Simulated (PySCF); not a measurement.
Si(H)2(OH)(NMe2) (C₂H₉NOSi), SMILES CN(C)[SiH2]O.

Geometry: r2SCAN-D4/def2-SVP. One conformer was computed; it need not be the lowest.

The numbers are results of PySCF with SMD-M06-2X/6-31G*, not measurements.

Solvation free energies are E(SMD) − E(gas) at the gas-phase geometry, for 1 M in both phases. In vacuum the dipole moment is 2.04 D.

Estimate the solvation free energies in water, chloroform, acetone. (Estimate from the structure and the level; the computed values follow.)


| solvent | ΔG(solv) (kcal/mol) | its non-electrostatic (CDS) part | dipole (D) |
|---|---|---|---|
| water | -2.8 | 3.8 | 2.64 |
| chloroform | -4.4 | -1.1 | 2.37 |
| acetone | -4.6 | -1.0 | 2.46 |
